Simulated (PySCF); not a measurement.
This script is equivalent to a calculation on Ti²¹⁺ (titanium, charge +21).

```python
from pyscf import gto, scf, dft, mp, cc
mol = gto.M(atom="Ti 0 0 0", charge=21, spin=1, symmetry="D2h",
            basis=gto.etbs([(0, 15, 18, 2.5), (1, 6, 28, 2.7), (2, 3, 85, 2.7), (3, 3, 130, 2.7)]),
            nucmod="G")
mf = scf.UHF(mol).sfx2c1e()
mf.irrep_nelec = {'Ag': (1, 0)}
mf.kernel()
```

What total energy does it give?

-243.57824 hartree (calculated).

Which occupied shell lies highest, and where?

1s α, at -6628.1 eV.

What is ⟨S²⟩, and what would a pure spin state give?

0.750, against 0.75.
